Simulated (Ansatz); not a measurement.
Stepwise reaction of `[OH][Zr]([OH])([SH])[SH]` with hydrogen chloride, as a gas-phase model of exchange steps in deposition or etching. ΔE in kJ/mol.

Calculated with Ansatz (gas phase, PBE0-D4/def2-TZVP geometries, no zero-point term in ΔE). CCSD(T)/CBS adds triple-zeta CCSD(T) − MP2 to the extrapolated MP2 energy (def2 sets, frozen cores). This one scheme is used for every species. Functionals use def2-TZVPP. B3LYP here is the variant with VWN-RPA as its local correlation; programs differ in this. def2 core potentials past Kr. For Zr outer-core shells are correlated without core-valence functions, which leaves a few kJ/mol of doubt a bond. Each species was taken in one conformer, which may not be the lowest.

| step | reaction | PBE-D4 | B3LYP-D4 | ωB97M-V | CCSD(T)/CBS |
| --- | --- | --- | --- | --- | --- |
| 1 | `[OH][Zr]([OH])([SH])[SH]` + HCl → `[OH][Zr]([OH])([SH])[Cl]` + H₂S | -64.1 | -70.1 | -70.9 | -67.5 |

**Question.** Give the row of step 2, `[OH][Zr]([OH])([SH])[Cl]` + HCl → `[OH][Zr]([OH])([Cl])[Cl]` + H₂S. (Estimate.)

**Answer.** Computed: 
| step | reaction | PBE-D4 | B3LYP-D4 | ωB97M-V | CCSD(T)/CBS |
| --- | --- | --- | --- | --- | --- |
| 2 | `[OH][Zr]([OH])([SH])[Cl]` + HCl → `[OH][Zr]([OH])([Cl])[Cl]` + H₂S | -63.6 | -69.8 | -71.0 | -67.7 |

**Question.** By hand: ΔE of the 2 steps together at CCSD(T)/CBS.

**Answer.** (-67.5) + (-67.7) = -135.2 kJ/mol, or -67.6 kJ/mol a step.

In ΔE the steps differ by no more than 0.2 kJ/mol. All are downhill at CCSD(T)/CBS. PBE-D4 differs from CCSD(T)/CBS by 3.4 to 4.1 kJ/mol a step. Isolated molecules leave out the surface, adducts and barriers. Largest T1 diagnostic: 0.017.
